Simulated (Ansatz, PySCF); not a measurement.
B2HO2, SMILES O=BB=[OH+], charge +1. Atoms are numbered in the order given.

```xyz
5

O      0.0032     2.1413     0.0000
B      0.0013     0.9518     0.0000
B     -0.0014    -0.7030     0.0000
O     -0.0034    -1.9197     0.0000
H     -0.0045    -2.8889     0.0000
```
Charge +1, spin multiplicity 1.

Coordinates come from a ωB97X-D3(BJ)/def2-TZVP optimisation. The isomer is the one that the SMILES or the coordinates give; other isomers of the formula were not compared. Other conformers were not sampled.

Two levels are set side by side: PBE-D3(BJ)/def2-TZVP (Ansatz, a first-principles code) and ωB97X-D3(BJ)/def2-TZVP (PySCF). Each level has its own optimised geometry; the coordinates shown are those of the second. Frequencies come from the Hessian of PySCF at each geometry. Differences are taken from unrounded values.

| quantity | ωB97X-D3(BJ) | PBE-D3(BJ) | PBE-D3(BJ) minus ωB97X-D3(BJ) |
|---|---|---|---|
| mean bond length (Å) | 1.258 | 1.261 | 0.003 |
| bond O1–B2 (Å) | 1.189 | 1.206 | 0.016 |
| bond B2–B3 (Å) | 1.655 | 1.636 | -0.019 |
| bond B3–O4 (Å) | 1.217 | 1.225 | 0.008 |
| bond O4–H5 (Å) | 0.969 | 0.977 | 0.008 |
| highest harmonic wavenumber (cm⁻¹) | 3794 | 3690 | -105 |
| mean harmonic wavenumber (cm⁻¹) | 1019 | 968 | -52 |
| zero-point energy (kcal/mol) | 14.57 | 13.83 | -0.74 |
